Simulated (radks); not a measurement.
Results of a calculation; reference values are marked as such.
Numerical settings for the gallium ion Ga2+, [Ar] 3d10 4s1. Code: a radial shooting solver on a logarithmic mesh with Libxc functionals. Model: scalar-relativistic Kohn-Sham, PBEsol, spin-unpolarised, spherical densities, finite nucleus; Fermi nuclear charge, rms radius 3.9973 fm. The defaults (mesh step 0.008 in ln r, mesh end at 40 bohr or more with all orbitals vanishing there, Anderson mixing 0.5 over 9 steps, residual threshold near 1e-9 with the energy settled to 1e-9 hartree or 1e-11 of itself, here a cap of 50 iterations) give E = -1941.4630 hartree and 4s at -26.033 eV in 15 iterations. Run on one thread of a shared host, so times are rough (Arm Neoverse V2): 0.08 s of CPU time, 0.08 s wall, 15 iterations on 2198 mesh points. One setting is changed at a time: mesh step in ln r 0.005; mesh step in ln r 0.003; mesh step in ln r 0.02; mesh end (bohr) 2; mesh end (bohr) 12; residual threshold 0.01; residual threshold 1e-13; mixing 1; linear mixing, mixing 0.5; linear mixing, mixing 0.8; mixing history 2; iteration cap 8. Which runs fail to converge, and which converge to a wrong energy?

Answer. Not converged within the cap: linear mixing, mixing 0.8; iteration cap 8. Settled on a wrong energy, with an occupied level pushed above zero by the early mesh end: mesh end (bohr) 2 (+2.65 hartree). Apart from these: no run marked as converged misses the energy by more than 1 mhartree.
